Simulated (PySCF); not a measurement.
Radial density of Fe⁺ (iron, charge +1)

BHandHLYP, [Ar] 3d5 4s2, high-spin 6S determinant (an excited configuration). Computed with PySCF 2.14 in x2c-TZVPPall with one added diffuse shell each of s, p, d, f type (7s6p5d3f1g, 80 functions), with scalar relativity by spin-free X2C-1e.

```
r (bohr)  4πr²ρ (e/bohr)  4πr²(ρα − ρβ)
 0.00101          0.2089         0.0000
 0.00170          0.5292         0.0001
 0.00286           1.326         0.0002
 0.00481           3.209         0.0004
 0.00809           7.277         0.0008
  0.0136           14.79         0.0016
  0.0229           25.04         0.0026
  0.0385           31.41         0.0036
  0.0647           27.02         0.0090
   0.109           25.80         0.0553
   0.183           35.02         0.3425
   0.308           20.82         1.6346
   0.518           14.00         4.2616
   0.871           14.15         4.4876
    1.47           3.625         1.6771
    2.47           1.121         0.1814
    4.15          0.2138        -0.0095
    6.98        0.001830        -0.0006
    11.7       4.978e-05         0.0000
```

Densities and radii are taken from the X2C orbitals without a picture-change correction, which distorts them close to the nucleus.

Q: Where is the radial spin density 4πr²(ρα − ρβ) most negative, and why is it negative at all?

A: Around r = 4.15 bohr, down to -0.0095 e/bohr: exchange with the open shell polarises the paired shells in an unrestricted calculation.
